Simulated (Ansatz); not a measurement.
Ansatz results at the PBE0-D4/def2-TZVP geometry: size of the dipole moment (B3LYP/def2-TZVPP) 2.96 D; LUMO energy (ωB97M-V/def2-TZVPP) -0.77 eV; HOMO–LUMO gap (B3LYP/def2-TZVPP) 5.94 eV.

Which molecule gave them?
A. `[CH3][W](=[O])(=[O])[Cl]`
B. `C[N]=[W]([OH])([F])([Cl])[Cl]`
C. `[CH3][W]([NH2])(=[S])=[S]`
D. `C[O][W](=[NH])(=[NH])[Cl]`

A. The others give `C[O][W](=[NH])(=[NH])[Cl]`: 3.00, 0.72, 5.90; `[CH3][W]([NH2])(=[S])=[S]`: 3.85, -0.41, 4.30; `C[N]=[W]([OH])([F])([Cl])[Cl]`: 6.49, -0.42, 5.21.

B3LYP here is the variant with VWN-RPA as its local correlation; programs differ in this.
